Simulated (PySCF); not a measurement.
**Peak assignment**

Structure with atom numbers: `[N:1]#[C:2][C:3]1=[CH:4][CH2:5][C@@H:6]1[O:7][CH:8]=[O:9]` (H(Xn): hydrogen on atom n). Ha(C5) is cis to O7 on the ring; Hb(C5) is trans to O7 on the ring.

- structure optimised with GFN2-xTB
- shieldings: GIAO PBE0/pcSseg-1
- run in PySCF
- gas phase, one computed conformer, non-relativistic

Shifts are taken against calculated references (same method and geometry level): $^{13}$C (σ = 186.93 ppm) and $^{1}$H (σ = 31.72 ppm) vs TMS.

Task: Assign these signals to the numbered atoms. $^{13}$C{$^{1}$H} NMR (computed): δ 164.0, 164.0, 129.1, 117.0, 69.4, 41.6.

Result: 
164.0 → C8, ester carbonyl carbon: it is a carbonyl in resonance with an O or N lone pair, the region of acids, esters and amides
164.0 → C4, alkene CH: as expected for a trigonal carbon in a double bond
129.1 → C3, fully substituted alkene carbon: an sp2 carbon of a C=C bond
117.0 → C2, nitrile carbon: typical of a nitrile
69.4 → C6, allylic sp3 CH bonded to O: pulled downfield by the heteroatom
41.6 → C5, allylic sp3 CH2: a saturated carbon with 2 carbon neighbours and no heteroatom attached

C8 and C4 lie closer than the usual error of such a calculation, so a measured spectrum could show them in the other order.

Task: Assign these signals to the numbered atoms. $^{1}$H NMR (600 MHz, computed): δ 8.16 (s, 1H), 7.17 (m, 1H), 6.63 (m, 1H), 3.04 (m, 1H), 2.82 (m, 1H).

Result: 
8.16 → H(C8), hydrogen on an ester carbonyl carbon
7.17 → H(C4), hydrogen on an alkene CH: attached to an sp2 carbon and in the plane of the double bond
6.63 → H(C6), hydrogen on an allylic sp3 CH bonded to O: its carbon carries O, an electronegative neighbour
3.04 → Hb(C5), hydrogen on an allylic sp3 CH2: allylic position
2.82 → Ha(C5), hydrogen on an allylic sp3 CH2

Shifts are as computed. Against solution values, carbons near 30 ppm lie about +3 ppm off and those near 130 ppm about +5 ppm (rms about the fit 2.1 ppm; single classes can miss by 10 ppm). Of 1328 compounds with measured shifts, 309 miss one by over three times the rms of a fit or turn the order of signals round; such compounds aren't used in these exercises. Signals without a measured value on file couldn't be tested in this way; 1H shifts scatter by 0.2 ppm about their fit, and single ones miss by 0.5 ppm. Multiplicities follow the n + 1 count of equivalent neighbours, as no J values were calculated; m marks all less simple cases, F and P coupling included.
